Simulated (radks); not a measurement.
Spherical jellium clusters: N electrons in a uniform positive sphere of charge N and radius rs N^(1/3), rs = 4.91 bohr. Method: non-relativistic Kohn-Sham, PBEsol, spin-polarised, spherical densities; computed with a radial shooting solver with Libxc functionals. Levels are named by radial order and angular momentum (1s, 1p, 1d, 2s, ...), and open shells are averaged over m.

N = 6, configuration 1s2 1p(up 3, down 1). This is the lowest configuration that the search found. Occupied levels:

level    occupation  eigenvalue (eV)  <r> (bohr)
1s up             1          -3.6288       6.119
1s down           1          -3.3261       5.912
1p up             3          -2.6872       7.302
1p down           1          -2.3191       7.300

Energy (eV): total -10.1038, kinetic 7.4995, external -129.60, Hartree 64.011, exchange-correlation -17.894, background 65.878.
